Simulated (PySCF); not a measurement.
Exercise with solution: oscillator strength and radiative lifetime

Ga(H)(OH)(OMe) (CH5GaO2), SMILES C[O][GaH][OH].

Coordinates come from a PBE-D3(BJ)/def2-SVP optimisation. The structure was generated by enumeration; whether it is a known compound was not checked. The values are those of a single conformer.

PySCF with TDA-M06-2X/def2-SVPD puts the first singlet state with f over 0.02 at 6.53 eV (vertical), with the transition dipole (-0.122, 0.535, 0.000) in atomic units.

Problem. Find the oscillator strength, the wavelength and the radiative lifetime that this transition would have in vacuum if emission retraced absorption.

Solution. 
|μ|² = 0.3011 au, so |μ| = 1.39 D. ΔE = 6.53/27.211 = 0.2400 hartree. f = (2/3) ΔE |μ|² = 0.048 (the program prints 0.048).
λ = 1239.84/6.53 = 190 nm; ν = 52668 cm⁻¹.
Einstein's coefficient A = 0.6670 ν² f s⁻¹ (ν in cm⁻¹) = 8.9e7 s⁻¹, so τ = 1/A = 11 ns. This state is S2; the lower singlet has f = 0.000. The figure is the radiative limit of this one transition; relaxation, internal conversion, crossing to triplets and a medium change what is measured.
